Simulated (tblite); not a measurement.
Species: C6H9FOS.
Numbering: `[O:1]=[C:2]1[CH2:3][CH2:4][S:5][CH2:6][C@H:7]1[CH2:8][F:9]` (hydrogens: H10, H11 on C3; H12, H13 on C4; H14, H15 on C6; H16 on C7; H17, H18 on C8)

The geometry is computed with GFN2-xTB (gas phase).

Give the optimised bond lengths and angles.

```tsv
bond	length (Å)
O1=C2	1.204
C2–C3	1.512
C3–C4	1.528
C4–S5	1.817
S5–C6	1.813
C6–C7	1.534
C7–C8	1.528
C8–F9	1.371
C2–C7	1.520
C3–H10	1.092
C3–H11	1.092
C4–H12	1.091
C4–H13	1.089
C6–H14	1.090
C6–H15	1.092
C7–H16	1.096
C8–H17	1.094
C8–H18	1.094
```

A selection of angles:
```tsv
angle	degrees
O1–C2–C3	122.7
O1–C2–C7	122.5
C3–C2–C7	114.7
C2–C3–C4	110.8
C3–C4–S5	110.9
C4–S5–C6	96.3
S5–C6–C7	111.3
C6–C7–C8	110.4
C2–C7–C6	110.1
C2–C7–C8	110.0
C7–C8–F9	110.1
```

Dihedral angles: O1–C2–C3–C4 117° (anticlinal); C2–C3–C4–S5 63° (synclinal); C3–C4–S5–C6 -59° (synclinal); C4–S5–C6–C7 59° (synclinal); S5–C6–C7–C8 175° (antiperiplanar); C6–C7–C8–F9 -63° (synclinal); O1–C2–C7–C6 -117° (anticlinal).

Of the pairs four or more bonds apart, F9···H14 is among the closest relative to their van der Waals radii: 2.57 Å, 96 % of the sum of Bondi's values. The 5 C–C bonds span 1.512 Å (C2–C3, drawn single) to 1.534 Å (C6–C7, drawn single), a spread of 0.022 Å. The 6-membered ring C2–C3–C4–S5–C6–C7 has internal angles of 96.3° to 114.7°; it is puckered, 0.28 Å rms from its mean plane, widest ring torsion 63°.

Point group: C1 (no symmetry element, even within 0.4 Å). Its GFN2-xTB frequencies are all real (lowest 67 cm⁻¹). The numbers are those of one conformer. 3 starts were optimised and ended at 0.00, 1.97 and 2.05 kcal/mol (GFN2-xTB); the lowest of these is shown.
